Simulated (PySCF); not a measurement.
K(OH) (HKO), SMILES [OH][K]. Heavy atoms are numbered as in [K:1][OH:2]. Hydrogens are named by the atom that carries them.

Geometry optimised at PBE-D3(BJ)/def2-TZVPD. The isomer is the one that the SMILES or the coordinates give; other isomers of the formula were not compared.

These are B3LYP/pcSseg-2 (PySCF) values and carry that method's errors.

GIAO shieldings, no solvent; atoms alike by connectivity are averaged. δ = σ(ref) − σ: ¹⁷O against H2O (σ = 325.5 ppm); ¹H against TMS (σ = 31.68 ppm), references at their B3LYP-D3(BJ)/def2-TZVP geometries, non-relativistic.

| nucleus | atoms | count | δ (ppm) |
|---|---|---|---|
| ¹⁷O | O2 (OH) | 1 | 27.8 |
| ¹H | H on O2 | 1 | -1.51 |
